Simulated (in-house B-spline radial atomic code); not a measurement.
Computed with a B-spline radial atomic code. Model: two electrons, singlet ground state, non-relativistic, full CI in B-splines with partial waves to l = 8 (at full coupling up to 3e-4 hartree above the limit, correlation up to 0.6 % small), density held at that of full coupling by Lieb maximisation.

W(λ) is the mean repulsion in the state of coupling λ less the Hartree energy of the fixed density. Its start is exact exchange, its initial slope is twice the second-order Görling-Levy correlation energy, and its area from 0 to 1 is E_xc. A straight curve means weak, dynamic correlation, and a curve that drops fast and flattens means strong correlation.

Command:
```bash
python run_ac.py task.json out
```
Settings (lengths in bohr, energies in hartree):
```
potential              coulomb
strength               4
lmax                   8
wall_radius            0.5
```

Time taken, with all properties: 4.1 s on 1 thread of Intel(R) Xeon(R) Processor @ 2.30GHz (shared host).

**W = mean repulsion less Hartree energy, and W of three functionals.**

Given: confinement point charge; nuclear charge 4; hard wall radius 0.5 bohr; external potential -Z/r.

Computed: LDA exchange minus exact 596.71 millihartree; PBE exchange minus exact 177.76 millihartree.

```json
{"coupling": "0", "W xc (hartree)": "-4.1215", "W xc minus exchange (millihartree)": "0", "kinetic minus Kohn-Sham (millihartree)": "0", "LDA (PW92) W minus its exchange (millihartree)": "0", "PBE W minus its exchange (millihartree)": "0", "SCAN W minus its exchange (millihartree)": "0"}
{"coupling": "0.02", "W xc (hartree)": "?", "W xc minus exchange (millihartree)": "?", "kinetic minus Kohn-Sham (millihartree)": "?", "LDA (PW92) W minus its exchange (millihartree)": "?", "PBE W minus its exchange (millihartree)": "?", "SCAN W minus its exchange (millihartree)": "?"}
{"coupling": "0.05", "W xc (hartree)": "-4.1263", "W xc minus exchange (millihartree)": "-4.849", "kinetic minus Kohn-Sham (millihartree)": "0.1", "LDA (PW92) W minus its exchange (millihartree)": "-32.99", "PBE W minus its exchange (millihartree)": "-6.85", "SCAN W minus its exchange (millihartree)": "-4.8"}
{"coupling": "0.12", "W xc (hartree)": "-4.1331", "W xc minus exchange (millihartree)": "-11.589", "kinetic minus Kohn-Sham (millihartree)": "0.7", "LDA (PW92) W minus its exchange (millihartree)": "-66.51", "PBE W minus its exchange (millihartree)": "-16.43", "SCAN W minus its exchange (millihartree)": "-11.41"}
{"coupling": "0.25", "W xc (hartree)": "-4.1454", "W xc minus exchange (millihartree)": "-23.961", "kinetic minus Kohn-Sham (millihartree)": "3", "LDA (PW92) W minus its exchange (millihartree)": "-116.99", "PBE W minus its exchange (millihartree)": "-34.02", "SCAN W minus its exchange (millihartree)": "-23.44"}
{"coupling": "0.4", "W xc (hartree)": "-4.1595", "W xc minus exchange (millihartree)": "-38.004", "kinetic minus Kohn-Sham (millihartree)": "7.5", "LDA (PW92) W minus its exchange (millihartree)": "-165.74", "PBE W minus its exchange (millihartree)": "-53.93", "SCAN W minus its exchange (millihartree)": "-37"}
{"coupling": "0.6", "W xc (hartree)": "?", "W xc minus exchange (millihartree)": "?", "kinetic minus Kohn-Sham (millihartree)": "?", "LDA (PW92) W minus its exchange (millihartree)": "?", "PBE W minus its exchange (millihartree)": "?", "SCAN W minus its exchange (millihartree)": "?"}
{"coupling": "0.8", "W xc (hartree)": "-4.1957", "W xc minus exchange (millihartree)": "-74.277", "kinetic minus Kohn-Sham (millihartree)": "29.2", "LDA (PW92) W minus its exchange (millihartree)": "-270.91", "PBE W minus its exchange (millihartree)": "-104.76", "SCAN W minus its exchange (millihartree)": "-71.74"}
{"coupling": "1", "W xc (hartree)": "-4.2133", "W xc minus exchange (millihartree)": "-91.797", "kinetic minus Kohn-Sham (millihartree)": "45", "LDA (PW92) W minus its exchange (millihartree)": "-315.31", "PBE W minus its exchange (millihartree)": "-128.96", "SCAN W minus its exchange (millihartree)": "-88.43"}
{"coupling": "1.4", "W xc (hartree)": "-4.2471", "W xc minus exchange (millihartree)": "-125.66", "kinetic minus Kohn-Sham (millihartree)": "85.6", "LDA (PW92) W minus its exchange (millihartree)": "-393.8", "PBE W minus its exchange (millihartree)": "-175.1", "SCAN W minus its exchange (millihartree)": "-120.62"}
{"coupling": "2", "W xc (hartree)": "-4.2952", "W xc minus exchange (millihartree)": "-173.69", "kinetic minus Kohn-Sham (millihartree)": "167.1", "LDA (PW92) W minus its exchange (millihartree)": "-493.79", "PBE W minus its exchange (millihartree)": "-239.23", "SCAN W minus its exchange (millihartree)": "-166.21"}
{"coupling": "3", "W xc (hartree)": "-4.3685", "W xc minus exchange (millihartree)": "-247.06", "kinetic minus Kohn-Sham (millihartree)": "349.8", "LDA (PW92) W minus its exchange (millihartree)": "-630.36", "PBE W minus its exchange (millihartree)": "-334.76", "SCAN W minus its exchange (millihartree)": "-236.06"}
{"coupling": "4.5", "W xc (hartree)": "-4.4651", "W xc minus exchange (millihartree)": "-343.61", "kinetic minus Kohn-Sham (millihartree)": "710", "LDA (PW92) W minus its exchange (millihartree)": "-792.24", "PBE W minus its exchange (millihartree)": "-457.34", "SCAN W minus its exchange (millihartree)": "-328.93"}
{"coupling": "7", "W xc (hartree)": "-4.5975", "W xc minus exchange (millihartree)": "-476", "kinetic minus Kohn-Sham (millihartree)": "1464.8", "LDA (PW92) W minus its exchange (millihartree)": "-995.89", "PBE W minus its exchange (millihartree)": "-622.44", "SCAN W minus its exchange (millihartree)": "-459.13"}
{"coupling": "10", "W xc (hartree)": "-4.7218", "W xc minus exchange (millihartree)": "-600.35", "kinetic minus Kohn-Sham (millihartree)": "2513.8", "LDA (PW92) W minus its exchange (millihartree)": "-1177.3", "PBE W minus its exchange (millihartree)": "-777.12", "SCAN W minus its exchange (millihartree)": "-585.37"}
```

What belongs in the row 0.02?

W xc (hartree): -4.1234; W xc minus exchange (millihartree): -1.943; kinetic minus Kohn-Sham (millihartree): 0; LDA (PW92) W minus its exchange (millihartree): -15.44; PBE W minus its exchange (millihartree): -2.74; SCAN W minus its exchange (millihartree): -1.93.

What belongs in the row 0.6?

W xc (hartree): -4.1778; W xc minus exchange (millihartree): -56.35; kinetic minus Kohn-Sham (millihartree): 16.7; LDA (PW92) W minus its exchange (millihartree): -221.7; PBE W minus its exchange (millihartree): -79.76; SCAN W minus its exchange (millihartree): -54.61.

What is the SCAN exchange minus exact?

10.391 millihartree.

**Energy parts, natural occupations and partial-wave weights.**

Computed: total energy 0.1058 hartree; exchange energy -4.1215 hartree; correlation energy -0.046799 hartree; kinetic part over minus potential part 0.49019; Hartree energy 8.2429 hartree; Kohn-Sham kinetic 44.298 hartree; Lieb Oxford ratio E_xc over LDA exchange 1.1826.

```tsv
natural	occupation of the shell (electrons)
s	1.9988
p	?
s	9.2182e-05
d	5.3763e-05
p	1.249e-05
f	7.4363e-06
```

What belongs in the row p?

occupation of the shell (electrons): 0.0010094.

| wave | weight |
| --- | --- |
| s | 0.99945 |
| p | ? |
| d | 2.8281e-05 |
| f | 4.0854e-06 |
| g | 9.7061e-07 |

What belongs in the row p?

weight: 0.0005113.

What is the kinetic part of the DFT correlation energy?

0.044998 hartree.

What is the initial slope twice GL2?

-0.097259 hartree.

Half-way to full coupling W has made 51 % of its drop, against 50 % for a straight line, and second-order (GL2) theory, half the initial slope, overshoots the correlation energy by about 4 %: correlation is weak here. Over couplings 0 to 1 the errors in E_xc come to about +459 millihartree for LDA, +158 millihartree for PBE, +12 millihartree for SCAN, so SCAN is nearest. In LDA and PBE the errors of exchange and correlation have opposite signs, so the sum is smaller than the larger of the two.
